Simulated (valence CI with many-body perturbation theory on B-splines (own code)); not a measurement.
## E1 line list for Te XXII

Level of theory: valence CI with perturbative core correlation (CI+MBPT): three valence electrons over a frozen Dirac-Fock core [Ar] 3d10, a basis of 11 s, 11 p, 10 d, 8 f, 5 g, 2 h functions for each j, with the one-electron correlation potential Σ1 (screened to all orders), the two-electron term Σ2, the three-electron term Σ3, Breit, model QED; selected single and double excitations, second order for the rest, scaled by the run's own slope (own B-spline code, finite nucleus).

No measured levels were compared; by estimate levels hold to about 250 cm⁻¹ or 0.2 % of their energy and the worst to 1 %, as in measured heavy ions of charge 2 to 7; those with d or f electrons hold less well.

Lines 201 to 250 of 559 in falling wavelength, among levels below 2504300 cm⁻¹, chosen from the strongest by gf and those to the six lowest levels. Wavelengths and rates use the calculated energies, so an error of 2000 cm⁻¹ moves a line at 150.3 Å by 0.3 % and its rate by three times that or more. Electric multipoles are in the length gauge, E1 and E2 with the static RPA response of the core. Weak lines are less certain than strong ones. Lines between different terms over intervals too small for the method are left out, as are lines whose strength nearly cancels. Where a level lies close to another of its J and parity, the split of strength between their lines is uncertain. The highest levels of a list are the least certain.

Names give the largest LS component (configuration and term), which can be under half, so a name can repeat, a term be missing and a line seem to break the LS rules; names also repeat where a configuration has a term twice. Letters in brackets count levels of one name in rising energy.

| λ vac (Å) | Upper | Lower | A (s⁻¹) | log gf | Branch % |
| --- | --- | --- | --- | --- | --- |
| 150.3 | 4s 4p 4f 2F_7/2 [a] | 4s 4p 4d 2F°_7/2 [b] | 3.11e+10 | -0.07 | 13.4 |
| 150.1 | 4p3 2P°_3/2 [b] | 4s 4p2 4P_5/2 | 7.29e+07 | -3.01 | 0.1 |
| 150.1 | 4s 4p 4d 4F°_7/2 | 4s 4p2 4P_5/2 | 2.58e+10 | -0.16 | 95.5 |
| 149.7 | 4p 4d2 2F°_5/2 [a] | 4p2 4d 4D_5/2 | 1.99e+10 | -0.40 | 14.1 |
| 149.7 | 4p 4d2 4G°_5/2 [b] | 4p2 4d 2F_5/2 | 2.06e+10 | -0.38 | 22.1 |
| 149.6 | 4p 4d2 2D°_3/2 [a] | 4p2 4d 2P_3/2 [a] | 2.69e+10 | -0.44 | 24.6 |
| 149.3 | 4s 4d2 2P_3/2 | 4s 4p 4d 2D°_5/2 [b] | 4.22e+10 | -0.25 | 12.8 |
| 149.1 | 4p 4d2 4D°_7/2 [a] | 4p2 4d 4F_9/2 [b] | 1.64e+10 | -0.36 | 7.5 |
| 148.9 | 4p 4d2 4D°_7/2 [b] | 4p2 4d 2D_5/2 [b] | 2.28e+10 | -0.22 | 7.3 |
| 148.7 | 4p 4d2 4D°_5/2 [b] | 4p2 4d 2D_3/2 [b] | 1.81e+10 | -0.44 | 6.8 |
| 148.7 | 4s 4p2 2P_3/2 | 4s2 4p 2P°_1/2 | 2.23e+10 | -0.53 | 18.0 |
| 148.5 | 4p2 4f 4G°_9/2 | 4p2 4d 2G_7/2 | 9.92e+09 | -0.48 | 7.3 |
| 148.4 | 4s 4d2 4F_7/2 | 4s 4p 4d 4D°_5/2 | 1.87e+10 | -0.31 | 8.4 |
| 148.3 | 4s 4d2 2P_1/2 | 4s 4p 4d 2P°_1/2 [b] | 4.58e+10 | -0.52 | 12.3 |
| 148.1 | 4s 4p 4d 2F°_5/2 [a] | 4s 4p2 2D_3/2 | 7.38e+10 | 0.16 | 80.6 |
| 147.9 | 4s 4d2 2F_7/2 | 4s 4p 4d 2F°_7/2 [b] | 3.09e+10 | -0.09 | 15.8 |
| 147.9 | 4s 4d2 2F_7/2 | 4s 4p 4d 2F°_5/2 [b] | 1.19e+10 | -0.50 | 6.1 |
| 147.9 | 4s 4p 4d 2P°_1/2 [a] | 4s 4p2 2S_1/2 | 6.25e+10 | -0.39 | 29.8 |
| 147.9 | 4p2 4d 2D_3/2 [a] | 4p3 2P°_1/2 | 4.44e+10 | -0.24 | 39.4 |
| 147.9 | 4s 4d2 4F_9/2 | 4s 4p 4d 4D°_7/2 | 1.01e+10 | -0.48 | 8.1 |
| 147.9 | 4p 4d2 2P°_1/2 [a] | 4p2 4d 2D_3/2 [a] | 1.13e+11 | -0.13 | 56.0 |
| 147.8 | 4s 4p 4d 4P°_5/2 | 4s 4p2 4P_5/2 | 2.44e+10 | -0.32 | 19.4 |
| 147.8 | 4s 4p 4f 2D_3/2 [a] | 4s 4p 4d 2D°_5/2 [b] | 3.81e+10 | -0.30 | 13.3 |
| 147.7 | 4p 4d2 4D°_3/2 | 4p2 4d 4D_3/2 | 4.93e+10 | -0.19 | 33.3 |
| 147.7 | 4s 4d2 2P_3/2 | 4s 4p 4d 2P°_3/2 [a] | 1.23e+11 | 0.21 | 37.3 |
| 147.6 | 4p 4d2 2G°_7/2 [a] | 4p2 4d 4F_9/2 [b] | 1.57e+10 | -0.39 | 7.3 |
| 147.6 | 4p 4d2 2F°_7/2 [a] | 4p2 4d 4F_7/2 | 2.61e+10 | -0.17 | 30.9 |
| 147.5 | 4p2 4d 2P_1/2 [a] | 4p3 2P°_1/2 | 1.08e+11 | -0.15 | 55.3 |
| 147.1 | 4s 4d2 2S_1/2 | 4s 4p 4d 2P°_3/2 [b] | 1.90e+11 | 0.09 | 60.4 |
| 146.9 | 4p2 4d 2G_7/2 | 4p3 2D°_5/2 | 3.48e+10 | -0.05 | 54.0 |
| 146.9 | 4p 4d2 2G°_9/2 | 4p2 4d 2F_7/2 [b] | 1.63e+10 | -0.28 | 6.6 |
| 146.9 | 4s 4p 4d 2P°_1/2 [b] | 4s 4p2 2P_3/2 | 4.95e+10 | -0.49 | 22.3 |
| 146.7 | 4p 4d2 4D°_1/2 [a] | 4p2 4d 4D_1/2 | 5.21e+10 | -0.47 | 36.2 |
| 146.4 | 4s 4p 4d 2D°_5/2 [a] | 4s 4p2 2D_5/2 | 1.04e+11 | 0.30 | 94.9 |
| 146.4 | 4s2 4d 2D_3/2 | 4s2 4p 2P°_3/2 | 3.80e+10 | -0.31 | 18.0 |
| 146.3 | 4p 4d2 2D°_3/2 [a] | 4p2 4d 2F_5/2 | 2.89e+10 | -0.43 | 26.4 |
| 146.3 | 4s 4p 4f 2D_3/2 [a] | 4s 4p 4d 2P°_3/2 [b] | 5.16e+10 | -0.18 | 18.1 |
| 146.2 | 4s 4p 4f 2D_3/2 [a] | 4s 4p 4d 2P°_3/2 [a] | 3.01e+10 | -0.41 | 10.5 |
| 146.2 | 4p2 4d 2S_1/2 | 4p3 2P°_3/2 [b] | 1.29e+11 | -0.08 | 57.0 |
| 146.2 | 4p2 4f 2F°_7/2 | 4p2 4d 4P_5/2 | 3.32e+10 | -0.07 | 16.1 |
| 146.2 | 4p 4d2 4S°_3/2 | 4p2 4d 2D_5/2 [b] | 4.30e+10 | -0.26 | 11.1 |
| 146.1 | 4p2 4f 2F°_5/2 [b] | 4p2 4d 2D_3/2 [a] | 1.56e+10 | -0.52 | 11.1 |
| 146.1 | 4s 4p 4d 4D°_3/2 | 4s 4p2 4P_5/2 | 3.68e+09 | -1.33 | 2.0 |
| 146.0 | 4p 4d2 4P°_5/2 | 4p2 4d 4D_7/2 | 3.44e+10 | -0.18 | 21.1 |
| 146.0 | 4p 4d2 4D°_5/2 [a] | 4p2 4d 4D_5/2 | 1.98e+10 | -0.42 | 8.6 |
| 145.5 | 4s 4d2 2P_1/2 | 4s 4p 4d 2P°_1/2 [a] | 1.08e+11 | -0.16 | 29.1 |
| 145.4 | 4p2 4d 4P_5/2 | 4p3 2D°_5/2 | 4.45e+10 | -0.07 | 17.7 |
| 145.4 | 4s 4p 4f 2G_7/2 [a] | 4s 4p 4d 2F°_5/2 [a] | 4.51e+10 | 0.06 | 44.4 |
| 145.4 | 4s 4p 4d 2D°_3/2 [a] | 4s 4p2 2D_3/2 | 7.19e+10 | -0.04 | 42.5 |
| 145.2 | 4p 4d2 4P°_1/2 | 4p2 4d 2P_3/2 [a] | 6.60e+10 | -0.38 | 37.2 |

Task: How does gf follow from A for the line at 145.2 Å?

Result: gf = 1.4992 × (2J+1)_upper × A / σ², with σ = 688746 cm⁻¹ and 2J+1 = 2: gf = 0.417.
